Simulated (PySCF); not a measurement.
From one molecule to another.

First species: C6H13OPS.
SMILES: `CC(=O)[P@@H](=S)CC(C)C`

Second species: C₅H₁₁FSi₃.
SMILES with atom numbers: `[CH:1]#[C:2][CH2:3][CH2:4][Si@:5]1([F:6])[CH2:7][SiH2:8][SiH2:9]1` (hydrogens: H10 on C1; H11, H12 on C3; H13, H14 on C4; H15, H16 on C7; H17, H18 on Si8; H19, H20 on Si9)

Levels: PBE0/pcSseg-1 for dipole moment, HOMO energy, LUMO energy and HOMO–LUMO gap; GFN2-xTB for rotational constant A and rotational constant C. Geometries: GFN2-xTB. Each species is one conformer at its optimised geometry, gas phase, non-relativistic unless stated; the electronic structure was computed with PySCF and density fitting.

The conformers computed, where there is a choice (atom-mapped SMILES and torsion angles):
- `[CH3:1][C:2](=[O:3])[P@@H:4](=[S:5])[CH2:6][CH:7]([CH3:8])[CH3:9]`: C1–C2–P4–S5 73°, C2–P4–C6–C7 -167°, P4–C6–C7–C8 175°
- `[CH:1]#[C:2][CH2:3][CH2:4][Si@:5]1([F:6])[CH2:7][SiH2:8][SiH2:9]1`: C2–C3–C4–Si5 -61°, C3–C4–Si5–F6 -61°

(1) Which of the two has the higher HOMO–LUMO gap, and by how much?

(2) Which has the higher LUMO energy?

(3) Which has the higher rotational constant A?

(4) Which of the two has the higher rotational constant C, and by how much?

(5) Which of the two has the higher dipole moment, and by how much?

(6) Which has the higher HOMO energy?

Results:

(1) The second: 6.40 eV against 5.00 eV, a difference of 1.40 eV.

(2) The second: -1.03 eV against -1.56 eV, a difference of 0.53 eV.

(3) The first: 1.758 GHz against 1.554 GHz, a difference of 0.204 GHz.

(4) The first: 0.589 GHz against 0.550 GHz, a difference of 0.039 GHz.

(5) The first: 3.70 D against 1.71 D, a difference of 1.99 D.

(6) The first: -6.56 eV against -7.43 eV, a difference of 0.87 eV.

On the first: A dipole of 3.70 D is allowed in C1, and pure rotational transitions are dipole-allowed. In atomic units the dipole is 1.46 e·bohr (1 au = 2.5417 D).

On the second: In atomic units the dipole is 0.67 e·bohr (1 au = 2.5417 D).
